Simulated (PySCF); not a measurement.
SiBr₂ + H₂O → HSi(OH) + Br₂

Level: PBE0 in the def2-TZVP basis family, all electrons, no relativity, computed in PySCF with density fitting; open shells unrestricted.

```tsv
species	state and structure	E (Eh)	ZPE (kJ/mol)	H(298 K) − H(0) (kJ/mol)	S° (J/(mol K))
SiBr₂	singlet, C2v, Si–Br 2.249 Å (×2); Br–Si–Br 102.0°	-5437.15901	5.6	13.3	305.1
H₂O	singlet, C2v, O–H 0.960 Å (×2); H–O–H 105.1°	-76.37736	56.5	9.9	188.7
HSi(OH)	singlet, Cs, O–H 0.960 Å, Si–H 1.548 Å, Si–O 1.653 Å; H–O–Si 118.9°, H–Si–O 97.8°	-365.73997	54.0	10.8	242.4
Br₂	singlet, D∞h, Br–Br 2.281 Å	-5147.70672	2.0	9.7	244.8
```

Task: What is the electronic reaction energy?

Result: At PBE0/def2-TZVP, ΔE = 235.5 kJ/mol from the differences of the total energies times 2625.5, uphill. 

Task: Add zero-point, thermal and entropy terms for 298.15 K and 1 bar.

Result: ΔZPE = -6.1 and Δ[H(298) − H(0)] = -2.7 kJ/mol give ΔH° = 226.7 kJ/mol. ΔS° = -6.6 J/(mol K), so ΔG° = 226.7 − 298.15 × (-0.0066) = 229 kJ/mol.

Each species is the lowest minimum found with this bonding; other isomers or fragments can lie lower.
